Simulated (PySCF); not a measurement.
**Electron correlation in Ga (gallium, neutral)**

[Ar] 3d10 4s2 4p1, 2P determinant. Computed with PySCF 2.14 in cc-pVTZ-DK (6s5p3d1f, 43 functions), with the spin-free X2C one-electron Hamiltonian (Gaussian nucleus). Frozen: [Ar] 3d10; 3 electrons correlated.

MP2 pair energies summed by pair of shells (mhartree):

```
 pair  energy  share (%)
4s-4s  -19.52       58.7
4s-4p  -13.73       41.3
```

Total MP2 correlation energy: -33.24 mhartree.

Same-spin part -2.43 and opposite-spin part -30.81 mhartree; SCS-MP2 scales them by 1/3 and 6/5 to -37.78 mhartree.

| level | correlation energy (mhartree) |
| --- | --- |
| CCSD | -46.08 |
| (T) | -0.83 |
| CCSD(T) | -46.91 |

Diagnostics: T1 = 0.013, D1 = 0.0299, largest double amplitude 0.086.

**Question.** Is a single reference adequate?

**Answer.** Mostly. T1 lies below 0.03, but a double amplitude of this size points to a near-degeneracy that CCSD handles and MP2 describes poorly.
